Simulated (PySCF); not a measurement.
**NMR problem set**

PySCF calculation with σ from GIAO-PBE0/pcSseg-1 and coordinates at the GFN2-xTB level; one computed conformer, fast rotation and ring inversion assumed for equivalent nuclei, gas phase, non-relativistic.

Chemical shifts δ = σref − σ; TMS for ¹H, ¹³C, all at this level. Where no couplings were computed, multiplicities follow the n + 1 count of equivalent neighbours, and m marks all less simple cases (inequivalent or close neighbours, rings, F or P nearby). Shifts are as computed. Against solution values, carbons near 30 ppm lie about +3 ppm off and those near 130 ppm about +5 ppm. Of 1309 compounds with measured shifts, 239 miss one by over three times the rms of a fit or turn the order of signals round; such compounds aren't used in these exercises.

Task: C$_{4}$H$_{5}$NO. ¹H NMR (500 MHz, computed): δ 10.09 (t, 1H), 2.79 (m, 2H), 2.45 (t, 2H). ¹³C{¹H} NMR (computed): δ 203.5, 123.6, 46.6, 10.6. Give a structure.

Result: SMILES N#CCCC=O. Rings plus π bonds: 3 (no ring in the answer). 4 carbon signals for 4 carbons: no two carbons are equivalent. Carbon types of the structure: 1 × C, 1 × CH, 2 × CH2, which accounts for all hydrogens. δC 203.5: aldehyde carbonyl carbon; the double bond to the heteroatom, with no lone-pair donor beside it, deshields it most. δC 123.6: nitrile carbon; C≡N carbons fall here, among the sp2 signals but without a proton. δH 10.09: hydrogen on an aldehyde carbonyl carbon; the formyl region, downfield of aromatic protons. δH 2.79: hydrogen on an sp3 CH2 α to a carbonyl; α to C=O.

This is the structure that produced the data.

Task: C$_{5}$H$_{10}$ClNSi. ¹H NMR (600 MHz, computed): δ 1.78 (q, 1H), 1.41 (d, 3H), 0.58 (s, 3H), 0.52 (s, 3H). ¹³C{¹H} NMR (computed): δ 125.9 (C), 15.4 (CH), 14.1 (CH3), 2.7 (CH3), -0.4 (CH3). Identify the compound.

Result: `C[C@H](C#N)[Si](C)(C)Cl`. Rings plus π bonds: 2 (no ring in the answer). 5 carbon signals for 5 carbons: no two carbons are equivalent. Carbon types of the structure: 1 × C, 1 × CH, 3 × CH3, which accounts for all hydrogens. δC 125.9: nitrile carbon; this is the usual window of a C≡N carbon, which has no attached hydrogen. δC 14.1: methyl carbon; saturated and bonded to C and H only. δC 2.7, -0.4: methyl carbon bonded to Si; an electropositive neighbour leaves it electron-rich and shielded. δH 0.58, 0.52: hydrogen on a methyl carbon bonded to Si; an electropositive neighbour shields it, as in TMS itself.

This is the structure that produced the data.
